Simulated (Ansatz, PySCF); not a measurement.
Here is a job for Ansatz (a quantum-chemistry and plane-wave program).
Ansatz 0.2 input:
```yaml
crystal:
  periodic: [false, false, false]
  atoms:
    - {symbol: O, position_ang: [0.00000000, 0.00000000, 0.00000000]}
basis:
  gaussian:
    orbitals: def2-TZVP
total_charge: 1
magnetization: {spin_polarized: true, initial_magnetization: 3}
correlation: {method: ccsd_t, electrons: outside_noble_gas}
accuracy: high
```

Task: Give the equivalent PySCF input.

Result: One answer among several that fit: 
```python
from pyscf import gto, scf, cc

mol = gto.M(
    atom='''
O     0.000000    0.000000    0.000000
''',
    basis='def2-tzvp',
    charge=1,
    spin=3,
    verbose=4,
)

mf = scf.UHF(mol)
mf.kernel()

mycc = cc.CCSD(mf, frozen=1)
mycc.kernel()
et = mycc.ccsd_t()
print('E(CCSD(T)) = %.10f' % (mycc.e_tot + et))
```

Both were run: Ansatz gave -74.486895 Eh and PySCF -74.486895 Eh, 0.000 mEh apart.
